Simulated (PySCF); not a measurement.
C₄H₈Si₂, SMILES [SiH3]C1=CC=C[SiH2]1. Coordinates come from a PBE-D3(BJ)/def2-SVP optimisation. The structure was generated by enumeration, and PubChem lists no compound with its InChIKey, so it may never have been made.

Level of theory: PBE-D3(BJ)/def2-SVP (PySCF).

Harmonic wavenumbers (cm⁻¹): 92, 142, 160, 240, 364, 395, 504, 524, 606, 629, 647, 684, 686, 723, 805, 886, 901, 901, 908, 918, 968, 976, 980, 1074, 1230, 1291, 1505, 1573, 2148, 2149, 2157, 2158, 2159, 3061, 3088, 3151. Rotational constants (GHz): 4.613, 1.566, 1.202; symmetry number 1.

### Question
Work out the zero-point energy and the ideal-gas rigid-rotor harmonic-oscillator thermochemistry at 298.15 K and 1 atm.

### Answer
ZPE = ½ Σ hcν = ½ × 41381 cm⁻¹ = 247.52 kJ/mol. H − E(el) = 270.38 kJ/mol. Entropy in J/(mol K): translation 167.62, rotation 117.17, vibration 73.67, total 358.46. G − E(el) = 163.51 kJ/mol. Cp = 131.91 J/(mol K). Modes under 150 cm⁻¹ make the vibrational entropy uncertain.
